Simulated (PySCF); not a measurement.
Numbering as in the mapped SMILES `[CH3:1][O:2][C@H:3]1[CH2:4][Si@H:5]([O:6][CH3:7])[CH2:8]1`. Each H is labelled by its parent atom. Ha(C4), Ha(C8) are cis to O2 on the ring; Hb(C4), Hb(C8) are trans to O2 on the ring.

Non-relativistic Hamiltonian, no solvent, fast rotation and ring inversion assumed for equivalent nuclei, one computed conformer. Shielding tensors at PBE0/pcSseg-1 (GIAO); coordinates at the GFN2-xTB level; PySCF 2.14.0 with density-fitted response routines.

**Question.** Predict the 2D correlation tables (HSQC, COSY, HMBC).

**Answer.** 

HSQC (one-bond C–H):
| δH | δC |
| --- | --- |
| 3.87 (H(C7)) | 54.0 (C7) |
| 3.85 (H(C3)) | 76.0 (C3) |
| 3.33 (H(C1)) | 57.8 (C1) |
| 1.79 (Hb(C4)/Hb(C8)) | 29.4 (C4/C8) |
| 1.50 (Ha(C4)/Ha(C8)) | 29.4 (C4/C8) |

COSY cross peaks (H two or three bonds apart, from the bond graph; peaks can be absent where the dihedral angle is near 90°):
| δH | δH |
| --- | --- |
| 5.54 (H(Si5)) | 1.79 (Hb(C4)/Hb(C8)) |
| 5.54 (H(Si5)) | 1.50 (Ha(C4)/Ha(C8)) |
| 3.85 (H(C3)) | 1.79 (Hb(C4)/Hb(C8)) |
| 3.85 (H(C3)) | 1.50 (Ha(C4)/Ha(C8)) |
| 1.79 (Hb(C4)/Hb(C8)) | 1.50 (Ha(C4)/Ha(C8)) |

HMBC (two and three bonds, from the bond graph):
| δH | δC |
| --- | --- |
| 5.54 (H(Si5)) | 76.0 (C3), 54.0 (C7), 29.4 (C4/C8) |
| 3.85 (H(C3)) | 57.8 (C1), 29.4 (C4/C8) |
| 3.33 (H(C1)) | 76.0 (C3) |
| 1.79 (Hb(C4)/Hb(C8)) | 76.0 (C3), 29.4 (C4/C8) |
| 1.50 (Ha(C4)/Ha(C8)) | 76.0 (C3), 29.4 (C4/C8) |

Chemical shifts δ = σref − σ; TMS for $^{1}$H, $^{13}$C, all at this level.

Short H···H contacts in this conformer between protons four or more bonds apart (candidates for NOE cross peaks, intensity ∝ r⁻⁶): H(C1)···Ha(C8) 2.27 Å, H(C1)···H(C3) 2.34 Å.

Shifts are as computed. Against solution values, carbons near 30 ppm lie about +3 ppm off and those near 130 ppm about +5 ppm. Of 1309 compounds with measured shifts, 239 miss one by over three times the rms of a fit or turn the order of signals round; such compounds aren't used in these exercises.
